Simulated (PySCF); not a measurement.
A PySCF script (with the pyscf-properties extension) for the NMR shieldings of SMILES CP1C[C@H]1c1ccccc1, C9H11P, on a GFN2-xTB geometry:

```python
import basis_set_exchange as bse
import numpy as np
from pyscf import gto, dft
from pyscf.prop import nmr

atoms = """
C     3.531948    0.055989    0.861804
P     1.860315   -0.643074    1.282489
C     1.445370   -1.438341   -0.320918
C     0.899677   -0.032463   -0.195747
C    -0.553705    0.180670   -0.081363
C    -1.170793    1.189497   -0.814962
C    -2.537049    1.387011   -0.731487
C    -3.308291    0.581804    0.088857
C    -2.702025   -0.417265    0.833064
C    -1.337382   -0.614797    0.749610
H     3.663678    0.997462    1.392991
H     3.647201    0.221757   -0.206907
H     4.299489   -0.636589    1.204419
H     2.240358   -1.604985   -1.036390
H     0.718213   -2.239296   -0.293891
H     1.402424    0.722278   -0.794855
H    -0.573820    1.821967   -1.457648
H    -3.000874    2.172907   -1.309995
H    -4.375209    0.736794    0.154260
H    -3.296132   -1.042944    1.483378
H    -0.862312   -1.381438    1.347523
"""
names = dict.fromkeys(["C", "P", "H"], "pcSseg-1")
basis = {el: gto.basis.parse(bse.get_basis(n, elements=[el], fmt="nwchem")) for el, n in names.items()}
mol = gto.M(atom=atoms, basis=basis, charge=0, verbose=0)
mf = dft.RKS(mol, xc="PBE0")
mf.grids.level = 2
mf.grids.alignment = dft.numint.BLKSIZE   # the property module wants whole blocks of grid points
mf.conv_tol = 1e-9
mf.kernel()

calc = nmr.RKS(mf)   # GIAO
C = mf.mo_coeff
Co = C[:, mf.mo_occ > 0]
resp = mf.gen_response(singlet=True, hermi=2)
def vind(x):   # induced exchange potential for any number of trial vectors
    d = np.einsum("pi,xij,qj->xpq", C, 2 * x.reshape(-1, C.shape[1], Co.shape[1]), Co, optimize=True)
    return np.einsum("xpq,pi,qj->xij", resp(d - d.transpose(0, 2, 1)), C, Co, optimize=True).ravel()
mo1, _ = nmr.rhf.solve_mo1(calc, with_cphf=vind)
sigma = calc.kernel(mo1)
for i, s in enumerate(sigma):   # ppm
    w = np.linalg.eigvalsh((s + s.T) / 2)
    print("%2d %-2s iso %8.1f  s11 %8.1f  s22 %8.1f  s33 %8.1f" % (i, mol.atom_pure_symbol(i), w.mean(), *w))
```

**Question.** What are the results?

**Answer.** 
```
 0 C  iso    168.6  s11    144.4  s22    166.0  s33    195.4
 1 P  iso    544.8  s11    307.8  s22    428.9  s33    897.6
 2 C  iso    160.7  s11    132.8  s22    154.2  s33    195.2
 3 C  iso    155.4  s11    109.5  s22    145.2  s33    211.4
 4 C  iso     36.6  s11    -54.6  s22     -6.9  s33    171.2
 5 C  iso     53.5  s11    -53.1  s22     52.9  s33    160.7
 6 C  iso     53.7  s11    -56.4  s22     41.0  s33    176.5
 7 C  iso     56.4  s11    -51.4  s22     42.8  s33    177.8
 8 C  iso     53.0  s11    -58.6  s22     39.7  s33    177.8
 9 C  iso     58.7  s11    -47.3  s22     45.4  s33    177.8
10 H  iso     30.4  s11     25.8  s22     27.2  s33     38.2
11 H  iso     31.8  s11     26.4  s22     30.4  s33     38.6
12 H  iso     30.6  s11     25.5  s22     27.5  s33     38.8
13 H  iso     30.3  s11     24.9  s22     26.6  s33     39.4
14 H  iso     30.7  s11     25.0  s22     28.3  s33     38.7
15 H  iso     29.8  s11     21.8  s22     30.1  s33     37.4
16 H  iso     24.1  s11     20.4  s22     22.5  s33     29.4
17 H  iso     24.2  s11     20.8  s22     24.8  s33     27.1
18 H  iso     24.3  s11     21.0  s22     25.4  s33     26.6
19 H  iso     24.2  s11     20.6  s22     24.4  s33     27.7
20 H  iso     25.0  s11     19.5  s22     21.9  s33     33.5
```

These numbers come from an equivalent density-fitted implementation of the same equations, which agrees with the script to about 0.01 ppm for H and up to a few tenths of a ppm for heavy atoms, so last digits may differ.

Size and cost of the density-fitted run: 232 basis functions, 58 s wall time on 1 thread of an Arm Neoverse V1, shared host; peak memory 1.1 GiB.
